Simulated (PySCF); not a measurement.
Work out the structure from these simulated measurements.

Elements present: C, H and N. Monoisotopic mass: 108.0687 u.

| Item | Value |
| --- | --- |
| 1H NMR | chemical shifts (computed TMS as zero) by class: 8.38 (1 H), 7.74 (1 H), 6.64 (1 H), 6.22 (1 H), 4.31 (1 H), 2.98 (3 H) ppm [GIAO PBE0/pcSseg-1] |
| Dipole | 2.04 D [PBE0/pcSseg-1] |
| 13C NMR | chemical shifts (computed TMS as zero) by class: 163.3 (1 C), 155.5 (1 C), 143.5 (1 C), 116.4 (1 C), 104.3 (1 C), 30.5 (1 C) ppm [GIAO PBE0/pcSseg-1] |
| Rotational structure | rotational constants A, B, C: 5.186, 1.586, 1.226 GHz [GFN2-xTB] |
| NMR, other nuclei | isotropic shieldings of nuclei other than C and H, by class: -40 (1 N), 178 (1 N) ppm [GIAO PBE0/pcSseg-1] |

Gas-phase values; electronic properties from PySCF, density fitting. Levels stand in brackets. Geometry: GFN2-xTB, one conformer, isolated molecule. NMR classes are plain means over equivalent atoms (diastereotopic ones count apart unless rotation or inversion swaps them), as if these changed places fast.

Problem. Which formula fits the mass and the elements?

Solution. C6H8N2 (calculated 108.0687). No other formula that holds each of these elements comes within 0.0003 u with a fitting electron parity and a possible valence count.

Problem. Propose a structure and show how it fits.

Solution. Numbering: `[CH3:1][NH:2][c:3]1[cH:4][cH:5][cH:6][cH:7][n:8]1`. Its formula, C6H8N2, gives 4 degrees of unsaturation: 1 ring and 3 π bonds in the structure found (Kekulé form). 6 carbons fall into 6 classes; from least to most shielded: aromatic carbon bearing nitrogen [C3] (163.3 ppm), aromatic CH next to a ring nitrogen [C7] (155.5 ppm), aromatic CH carbon [C5] (143.5 ppm), aromatic CH carbon [C6] (116.4 ppm), aromatic CH carbon [C4] (104.3 ppm), N-methyl carbon [C1] (30.5 ppm). Hydrogen classes from least to most shielded: 1 H on an aromatic CH next to a ring nitrogen, C7 (8.38 ppm), 1 H on an aromatic CH carbon, C5 (7.74 ppm), 1 H on an aromatic CH carbon, C6 (6.64 ppm), 1 H on an aromatic CH carbon, C4 (6.22 ppm), 1 H on an aniline-type nitrogen, N2 (4.31 ppm), 3 H on an N-methyl carbon, C1 (2.98 ppm). The other shieldings belong to: -40 ppm, pyridine-type nitrogen [N8]; 178 ppm, aniline-type nitrogen [N2]. The optimised geometry has point group C1 and is an asymmetric top. Structure: `CNc1ccccn1`. The assignments are read from this structure; whether some other isomer fits the data as well wasn't checked.

Conformer computed: `[CH3:1][NH:2][c:3]1[cH:4][cH:5][cH:6][cH:7][n:8]1`: C1–N2–C3–C4 14°.
